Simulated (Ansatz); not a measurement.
The same ligand exchange along the group F, Cl, Br.

Isolated molecules relaxed with PBE0-D4/def2-TZVP in Ansatz; ΔE leaves out vibrations. CCSD(T)/CBS is the MP2 limit (def2-TZVPP, def2-QZVPP) plus CCSD(T) − MP2 in def2-TZVPP, frozen cores. This one scheme is used for every species. Functionals use def2-TZVPP. For Br, Ge outer-core shells are correlated without core-valence functions, which leaves a few kJ/mol of doubt a bond. Scalar relativity is left out up to krypton.

```tsv
reaction	CCSD(T)/CBS(def2) (eV)
`[CH3][Ge][F]` + H–F → `[F][Ge][F]` + CH₄	?
`[CH3][Ge][Cl]` + HCl → `[Cl][Ge][Cl]` + CH₄	-1.45
`[CH3][Ge][Br]` + HBr → `[Br][Ge][Br]` + CH₄	-1.53
```

(1) Fill in the missing values. (Best estimate.)

Largest T1 diagnostic: 0.015, for `[F][Ge][F]`.

Results:

(1) Ansatz gave: `[CH3][Ge][F]` + H–F → `[F][Ge][F]` + CH₄: -1.51 eV.
